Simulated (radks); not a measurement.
Results of a calculation; reference values are marked as such.
Question: Mean orbital radii <r> (bohr) of the holmium ion Ho38+, [Ar] 3d10 4s1, of relativity; Dirac values are averaged over j with weights 2j + 1. Spin-unpolarised spherical Kohn-Sham, BLYP, point nucleus unless stated (finite: rms radius 5.2022 fm), a radial shooting solver on a logarithmic mesh with Libxc functionals. A level marked "c x" has the speed of light scaled by that factor.

shell  non-rel.
1s      0.02263
2s      0.09589
2p      0.08123
3s       0.2417
3p       0.2310
3d       0.2031
4s       0.4751

Give the values at the level "Dirac, c x 5".

Answer: 
shell  Dirac, c x 5  change of magnitude (%)
1s          0.02256                    -0.31
2s          0.09557                    -0.34
2p          0.08108                    -0.18
3s           0.2411                    -0.26
3p           0.2307                    -0.14
3d           0.2030                    -0.03
4s           0.4742                    -0.19
